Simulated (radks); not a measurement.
Effect of the nuclear size on the xenon ion Xe46+, [He] 2s2 2p4. Calculated with a radial shooting solver on a logarithmic mesh with Libxc functionals: Dirac Kohn-Sham, PBE, spin-unpolarised, spherical densities, finite nucleus; open shells are shared between the two j in proportion to 2j + 1; Fermi nuclear charge, rms radius 4.7859 fm. The rms radius is varied about that value; shifts are against it.

| rms radius (fm) | total energy shift (eV) | density at nucleus (e/bohr^3) | 1s1/2 shift (meV) | 2s1/2 shift (meV) | 2p1/2 shift (meV) | 2p3/2 shift (meV) | 3s1/2 (empty) shift (meV) | 3p1/2 (empty) shift (meV) |
|---|---|---|---|---|---|---|---|---|
| 4.1446 | -1.64 | 2.736e+05 | -701 | -89.8 | 1.47 | 3.66 | -24.9 | 0.185 |
| 4.628 | -0.422 | 2.683e+05 | -180 | -23.1 | 0.376 | 0.942 | -6.39 | 0.048 |
| 4.7859 | 0 | 2.667e+05 | 0.000 | 0.000 | 0.000 | 0.000 | 0.000 | 0.000 |
| 5.03 | 0.675 | 2.643e+05 | 289 | 37.0 | -0.602 | -1.51 | 10.2 | -0.076 |
| 5.4846 | 2.01 | 2.602e+05 | 857 | 110 | -1.79 | -4.48 | 30.4 | -0.225 |

Slopes of the eigenvalues against <r^2> in GHz/fm^2, as finite differences over the two radii next to the reference (eigenvalue slopes, not the field-shift constants of lines): 1s1/2 29200, 2s1/2 3740, 2p1/2 -60.9, 2p3/2 -153, 3s1/2 (empty) 1040, 3p1/2 (empty) -7.69.
